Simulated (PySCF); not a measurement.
Cl3HOZr, SMILES [OH][Zr]([Cl])([Cl])[Cl], multiplicity 1.

The structure is a stationary point at PBE0-D3(BJ)/def2-SVP. The spin state was assumed, not searched. The isomer is the one that the SMILES or the coordinates give; other isomers of the formula were not compared. The def2 effective core potentials stand for the cores of Zr; spin–orbit coupling is left out. One conformer was computed; it need not be the lowest.

Calculation: PBE0-D3(BJ)/def2-SVP in PySCF.

Frequencies are harmonic and unscaled.

Modes within 1.5 cm⁻¹ of each other (mostly degenerate sets) share a row, with their intensities summed.

Computed harmonic wavenumbers and intensities:
```
mode  ν (cm⁻¹)  IR (km/mol)  Raman (Å⁴/amu)  depolarisation  moving atoms (share of kinetic energy)
----  --------  -----------  --------------  --------------  --------------------------------------
1–2         95          2.1             5.0            0.75                        Cl 89 %, Zr 10 %
3          109          7.5             1.3            0.74                        Cl 61 %, Zr 31 %
4–5        144          3.2             6.1            0.75                 O 53 %, Cl 23 %, H 17 %
6–7        328        306.5             5.8            0.75                          H 79 %, O 18 %
8          381         18.1            11.1            0.01                         Cl 89 %, Zr 9 %
9–10       423        287.8             0.9            0.75                        Cl 59 %, Zr 39 %
11         778        158.4             9.0            0.01                         O 78 %, Zr 17 %
12        3996        450.9           161.5            0.36                                  H 94 %
```
